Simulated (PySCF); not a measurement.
Compound: Sn(NMe2)2, C4H12N2Sn.
Bonds: Sn1–N2, Sn1–N11, N2–C3, N2–C4, N11–C12, N11–C13. Hydrogens: H5, H6, H7 on C3; H8, H9, H10 on C4; H14, H15, H16 on C12; H17, H18, H19 on C13.

Method: PySCF 2.14.0, PBE0-D3(BJ)/def2-SVP geometry optimisation, gas phase, def2 core potentials past Kr; density fitting, grid level 1; the optimiser is geomeTRIC in internal coordinates, started from a GFN2-xTB structure with every atom displaced at random (about 0.03 Å).

Step 0: E = -13140.7194 eV
```
atom  x, y, z in Å  |  force x, y, z in eV/Å
Sn1     0.0790   -0.1863   -1.6557   -1.540   0.065  -0.238
N2      1.6089   -0.0314   -0.3704    2.439   0.790  -0.504
C3      1.6489   -0.2989    1.0237    3.421   0.740  -0.040
C4      3.0172    0.3935   -0.8884   -4.727   1.089   0.522
H5      2.5120   -1.0213    1.2193   -0.845   0.356   0.105
H6      0.7650   -0.7165    1.3849   -1.906  -0.826   0.809
H7      1.9399    0.6120    1.6282   -0.430  -0.438  -0.204
H8      2.9036    0.5646   -1.9706    0.422   0.034   0.062
H9      3.2458    1.3352   -0.3515    0.408  -0.190  -0.299
H10     3.6658   -0.3881   -0.6518    1.743  -1.490   0.353
N11    -1.6430   -0.0441   -0.3696    1.032   0.123  -1.071
C12    -2.8823   -0.4934   -0.8625   -1.270   0.032  -0.853
C13    -1.8146    0.4489    0.9398    4.599  -1.664   1.725
H14    -3.3035   -1.3461   -0.2801    0.031   0.021  -0.022
H15    -2.8297   -0.8343   -1.9262   -0.031   0.209   0.386
H16    -3.6541    0.3380   -0.7874    0.331  -0.646  -0.256
H17    -0.7939    0.9204    1.2705   -1.772  -0.535  -0.256
H18    -2.5632    1.1734    1.0744   -1.656   1.341   0.078
H19    -1.9647   -0.4323    1.6581   -0.248   0.990  -0.297
```

Step 1: E = -13141.4151 eV
```
atom  x, y, z in Å  |  force x, y, z in eV/Å
Sn1     0.0070   -0.1537   -1.6926   -0.190   0.083   0.086
N2      1.5696   -0.0109   -0.3738    1.072   0.301  -0.165
C3      1.6083   -0.2780    1.0355    0.687   0.023   0.003
C4      2.9084    0.3827   -0.8873   -2.082  -0.232   0.545
H5      2.4192   -1.0074    1.2792   -0.244  -0.005  -0.079
H6      0.6650   -0.6907    1.3969   -0.156  -0.064   0.104
H7      1.8746    0.6212    1.6387   -0.234  -0.024  -0.051
H8      2.8291    0.5545   -1.9699    0.269   0.005  -0.092
H9      3.2051    1.3199   -0.3896    0.369   0.065  -0.077
H10     3.6157   -0.4198   -0.6623    0.518  -0.095  -0.059
N11    -1.5925   -0.0375   -0.3666    0.232  -0.025  -0.360
C12    -2.8385   -0.5018   -0.8986   -0.574  -0.007   0.204
C13    -1.6780    0.4346    0.9829    1.069  -0.350   0.383
H14    -3.2406   -1.3871   -0.3546    0.075   0.039  -0.043
H15    -2.7552   -0.7997   -1.9609    0.066   0.070   0.077
H16    -3.6384    0.2741   -0.8318    0.139  -0.098  -0.073
H17    -0.7173    0.9010    1.3008   -0.457  -0.041  -0.245
H18    -2.4664    1.1866    1.1202   -0.310   0.127   0.007
H19    -1.8377   -0.3943    1.7185   -0.251   0.226  -0.165
```

Step 2: E = -13141.4926 eV
```
atom  x, y, z in Å  |  force x, y, z in eV/Å
Sn1     0.0231   -0.1199   -1.6790    0.066  -0.024  -0.081
N2      1.6044   -0.0245   -0.3422   -0.183  -0.065   0.214
C3      1.6853   -0.4173    1.0373   -0.393  -0.034   0.008
C4      2.8660    0.4338   -0.8364    0.120  -0.080  -0.143
H5      2.5091   -1.1370    1.2033    0.068  -0.091  -0.043
H6      0.7552   -0.9093    1.3698    0.065   0.104  -0.018
H7      1.8860    0.4350    1.7176   -0.037   0.059   0.031
H8      2.7990    0.6863   -1.9065    0.063   0.010  -0.094
H9      3.2125    1.3436   -0.3118    0.097   0.105   0.039
H10     3.6599   -0.3352   -0.7159    0.003   0.086  -0.032
N11    -1.5992   -0.0231   -0.4078   -0.329  -0.092   0.183
C12    -2.8690   -0.5445   -0.8459    0.161  -0.132  -0.146
C13    -1.6932    0.5461    0.9052   -0.282   0.005  -0.079
H14    -3.2231   -1.3983   -0.2297    0.063   0.018   0.007
H15    -2.8059   -0.9071   -1.8840   -0.009  -0.047  -0.084
H16    -3.6745    0.2136   -0.8145   -0.006   0.123   0.026
H17    -0.7956    1.0963    1.1666    0.486   0.270   0.097
H18    -2.5470    1.2601    0.9579    0.136  -0.093   0.044
H19    -1.8559   -0.2050    1.7005   -0.088  -0.123   0.072
```

Q: Estimate the geometry and energy of step 3. (The exact step hangs on the optimiser's Hessian estimate; all steps are aligned on step 2, rigid shifts and turns removed.)

A: E = -13141.5062 eV, largest force 0.311 eV/Å
```
atom  x, y, z in Å  |  force x, y, z in eV/Å
Sn1     0.0254   -0.1220   -1.7256    0.068   0.002  -0.145
N2      1.5830    0.0183   -0.3734   -0.288  -0.032   0.011
C3      1.5431   -0.3085    1.0235    0.009  -0.107   0.005
C4      2.8756    0.4114   -0.8454    0.308   0.026  -0.035
H5      2.3132   -1.0628    1.2789    0.066  -0.013   0.023
H6      0.5670   -0.7349    1.3047    0.196   0.007  -0.045
H7      1.7252    0.5699    1.6767    0.033   0.008   0.038
H8      2.8711    0.5983   -1.9337   -0.066  -0.025   0.009
H9      3.2482    1.3438   -0.3715   -0.054   0.020   0.036
H10     3.6549   -0.3592   -0.6554   -0.083   0.000   0.016
N11    -1.5619   -0.0594   -0.4136   -0.157  -0.046   0.164
C12    -2.8546   -0.5266   -0.8419    0.150  -0.044  -0.113
C13    -1.5816    0.4382    0.9326   -0.188   0.230  -0.069
H14    -3.2056   -1.4040   -0.2607    0.000  -0.002   0.017
H15    -2.8302   -0.8323   -1.9016   -0.011  -0.016  -0.017
H16    -3.6331    0.2550   -0.7423   -0.024   0.043   0.016
H17    -0.6415    0.9438    1.1844   -0.038   0.050   0.021
H18    -2.4019    1.1781    1.0616    0.075  -0.036   0.011
H19    -1.7592   -0.3535    1.6873    0.003  -0.065   0.059
```

The energy changes by -0.0135 eV. The first-order estimate −F·Δx gives -0.0914 eV and the mean of the old and new forces, exact on a quadratic surface, +0.0018 eV. The step makes an angle of 82° with the force vector and moves no atom by more than 0.265 Å.

The cost below is that of the whole optimisation. The run took 2.6 min wall on an AMD EPYC 7B13 with one thread, no GPU, on a shared host, and the process peaked at 0.69 GiB of memory.
